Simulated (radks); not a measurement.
These are the eigenvalues of the occupied orbitals of an atom or ion with whole-number occupations (eV). Calculated with a radial shooting solver on a logarithmic mesh with Libxc functionals: scalar-relativistic Kohn-Sham, BLYP, spin-polarised, spherical densities, finite nucleus; Fermi nuclear charge, rms radius of each element as measured or else 0.836 A^(1/3) + 0.57 fm.

| orbital | eigenvalue |
|---|---|
| 1s up | -87385.65 |
| 1s down | -87385.42 |
| 2s up | -18886.26 |
| 2s down | -18868.72 |
| 2p up | -16878.59 |
| 2p down | -16864.38 |
| 3s up | -7186.638 |
| 3s down | -7166.235 |
| 3p up | -6599.572 |
| 3p down | -6579.048 |
| 3d up | -6075.225 |

Which element is it, and in what charge state? The configuration may be excited. Open shells, if any, are filled with parallel spins first.

Answer. Z = 80, mercury, charge +59: Hg59+ in [Ar] 3d3. The list shows which subshells hold electrons but not how many an open one holds; the 1s level, -3211.4 hartree, gives Z - s = 80.1 by -(Z - s)^2/2, which with screening and relativity narrows Z to a few neighbours, and the depths of the outer levels then fix element, charge and occupations together.
